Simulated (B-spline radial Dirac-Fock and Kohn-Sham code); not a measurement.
K-line shifts caused by a second vacancy in Ho⁴⁶⁺

System: holmium as Ho⁴⁶⁺ in the configuration [Ar] 3d3.

Calculated with a radial atomic solver, using Dirac-Fock ΔSCF + Breit + QED. Each two-hole energy is an average over J within one jj subconfiguration, not an observable level; in light atoms, where LS coupling holds, the j-resolved values are not observed lines, and for a K spectator the Kα1 hypersatellite is nearly forbidden. Correlation and solid-state effects are left out.

Lines without a spectator: Kα2 (K-L2) 46761.6 eV, Kα1 (K-L3) 47621.0 eV, Kβ3 (K-M2) 54113.4 eV, Kβ1 (K-M3) 54321.7 eV. Shifts in eV with one spectator hole (a dash: not computed, or left out as unreliable):

| spectator hole | Kα2 | Kα1 | Kβ3 | Kβ1 |
| --- | --- | --- | --- | --- |
| K (1s) | +851.5 | +903.8 | +1108.1 | +1121.5 |
| L2 (2p1/2) | +108.5 | +142.5 | – | +286.7 |
| L3 (2p3/2) | +90.3 | +96.3 | +230.6 | – |
| M2 (3p1/2) | – | +26.28 | +57.1 | +66.1 |
| M3 (3p3/2) | +16.77 | – | +52.6 | +53.3 |
